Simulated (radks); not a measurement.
Results of a calculation; reference values are marked as such.
Initial-state core-level shifts of the silver ion Ag+ when its valence configuration changes from [Kr] 4d10. Level of theory: scalar-relativistic Kohn-Sham, r2SCAN, spin-unpolarised, spherical densities, finite nucleus; meta-GGA in the generalised Kohn-Sham scheme; Fermi nuclear charge, rms radius 4.5454 fm (a radial shooting solver on a logarithmic mesh with Libxc functionals). Shifts are changes of the shell-averaged eigenvalues in eV (positive: less bound); the change of the density at the nucleus, which sets a Mossbauer isomer shift, is in e/bohr^3, on a base of 1.493e+05.

valence           2p       3s       3p       4s  density at nucleus
4d9.5 5s0.5   -2.579   -2.554   -2.555   -2.367              +13.39
4d9.5 5p0.5   -3.378   -3.365   -3.365   -3.207               +1.48
4d9 5p1       -6.806   -6.766   -6.767   -6.398               +3.30
4d8 5p2      -13.855  -13.717  -13.719  -12.759               +7.89
4d8 5s2      -10.939  -10.769  -10.769   -9.770              +63.27
4d9 5s1       -5.264   -5.203   -5.204   -4.788              +28.36
4d8.5 5s1.5   -8.050   -7.942   -7.942   -7.258              +44.89
4d6 5p4      -28.820  -28.288  -28.290  -25.449              +20.72
4d5 5s1 5p4  -35.528  -34.680  -34.682  -30.578              +67.55
